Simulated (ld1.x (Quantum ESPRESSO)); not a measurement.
niobium (Nb): variants of one TM potential

Base potential:

niobium (Nb), norm-conserving Troullier–Martins (Kleinman–Bylander form), made with ld1.x (Quantum ESPRESSO) 7.5 (LDA (PZ), scalar-relativistic). Core [Ar] 3d10, reference 4s2 4p6 4d4 5s1 5p0. Waves: 4s (bound): rc 1.70 bohr; 4d (bound): rc 2.80 bohr; 4p (bound): rc 1.55 bohr. Local part: the p channel. Core correction: Bessel-smoothed model core, default radius (core density twice the valence density).

Occupied shells without a wave of their own: 5s. They enter only through the test configuration that unscreens the potential, and ld1.x also counts them in the model core charge.

Cutoffs, loose and tight: the cutoffs (Ry, on a coarse ladder) from which the occupation-weighted sum of valence levels, in a spherical-Bessel basis at the reference potential, stays within 10 and 1 mRy of its value at 400 Ry. They do not see the model core or the augmentation charge, which bear on the density cutoff. Test errors are all-electron minus pseudo excitation energies from the reference, over the configurations 4s2 4p6 4d4 5s0 5p0; 4s2 4p6 4d3 5s0 5p0; 4s2 4p6 4d2 5s0 5p0; 4s2 4p6 4d3 5s1 5p0; 4s2 4p6 4d4 5s0.5 5p0; 4s2 4p5 4d4 5s1 5p0; 4s2 4p6 4d4 5s0 5p1 (two spin-polarised tests are not counted in the largest error). A dash means not determined; rows that change the core or the reference have their own tests.

With those shells counted twice in exchange and correlation these files are broken, and their errors move erratically; no question is asked of them.

A true bound ghost makes a file unfit for plane-wave use even where its test errors are small: the radial tests pick states by their node count and pass the ghost by.

The default core radius of the base comes out at 0.76 bohr.

| change | outcome | cutoff, loose | cutoff, tight | bound ghosts | largest test error (meV) |
| --- | --- | --- | --- | --- | --- |
| base | generated, misses its reference levels by 0.24 eV | 50 Ry | 90 Ry | none | -1145 |
| type TM semilocal | generated, misses its reference levels by 0.59 eV | 50 Ry | 90 Ry | none | -2127 |
| wave 4p (bound): rc 1.55 bohr becomes 4p (bound): rc 1.42 bohr | generated, misses its reference levels by 0.23 eV | 55 Ry | 100 Ry | none | -1116 |
| local potential all-electron potential smoothed inside 1.30 bohr (lloc = -1) | generated, misses its reference levels by 1.26 eV | 60 Ry | 90 Ry | none | -4561 |
| core correction Bessel-smoothed model core inside 0.96 bohr | generated, misses its reference levels by 0.24 eV | 50 Ry | 90 Ry | none | -1145 |
| core [Kr], valence charge 5; reference 4d3 5s0 5p0; waves now 5s (bound): rc 2.60 bohr; 5p (bound): rc 2.75 bohr; 4d (bound): rc 2.05 bohr; local potential the d channel; core correction none | generated | 35 Ry | 40 Ry | s, p | +118 |
| wave 4s (bound): rc 1.70 bohr becomes 4s (bound): rc 2.30 bohr | generated, misses its reference levels by 0.89 eV | 45 Ry | 90 Ry | none | -2913 |
| wave 4d (bound): rc 2.80 bohr becomes 4d (bound): rc 2.50 bohr | generated, misses its reference levels by 0.24 eV | 50 Ry | 90 Ry | none | -1174 |
| all radii but the core radius scaled by about 1.21 (s 2.06, p 1.88, d 3.38 bohr) | generated, misses its reference levels by 0.65 eV | 25 Ry | 45 Ry | none | -2122 |
| core correction Bessel-smoothed model core inside 1.44 bohr | generated, misses its reference levels by 0.24 eV | 50 Ry | 90 Ry | none | -1145 |
| reference 4s2 4p6 4d4 5s0.75 5p0.25 | generated, misses its reference levels by 0.25 eV | 50 Ry | 90 Ry | none | -1127 |
